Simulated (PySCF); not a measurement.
**Worked example: entropy of an ideal gas**

H6PSi, SMILES [PH3+][SiH3], charge +1.

The structure is a stationary point at PBE-D3(BJ)/def2-TZVP. The isomer is the one that the SMILES or the coordinates give; other isomers of the formula were not compared.

PBE-D3(BJ)/def2-TZVP (PySCF 2.14.0) gives the harmonic wavenumbers 139, 367, 367, 384, 633, 633, 794, 884, 884, 943, 1051, 1051, 2204, 2246, 2246, 2421, 2453, 2453 cm⁻¹ and the rotational temperatures 2.1205, 0.2417, 0.2417 K. The molar mass is 65.11 g/mol, the symmetry number 3, the spin multiplicity 1.

**Question.** Work out the entropy at 298.15 K and 1 atm in the rigid-rotor, harmonic-oscillator model.

**Answer.** 
Translation (Sackur–Tetrode at 1 atm): S = R[1.5 ln M + 2.5 ln T − 1.16487] = 160.8 J/(mol K).
Rotation: q = (√π/σ) T^1.5/√(θA θB θC) = 8640, S = R[ln q + 3/2] = 87.8 J/(mol K).
Vibration: with u = 1.4388 ν/T, each mode gives R[u/(e^u − 1) − ln(1 − e^−u)]:
| ν (cm⁻¹) | modes | u | S (J/(mol K)) |
|---|---|---|---|
| 139 | 1 | 0.67 | 11.79 |
| 367 | 2 | 1.77 | 9.14 |
| 384 | 1 | 1.85 | 4.28 |
| 633 | 2 | 3.05 | 3.32 |
| 794 | 1 | 3.83 | 0.89 |
| 884 | 2 | 4.27 | 1.25 |
| 943 | 1 | 4.55 | 0.49 |
| 1051 | 2 | 5.07 | 0.64 |
The stiffer modes add less than 0.005 each. Sum 31.8 J/(mol K).
Spin: R ln 1 = 0.0 J/(mol K).
Total 280.5 J/(mol K); the program's own thermochemistry gives 280.5. Translation makes up 57 % and vibration 11 %. Anharmonicity, hindered rotation and orbital degeneracy are left out.
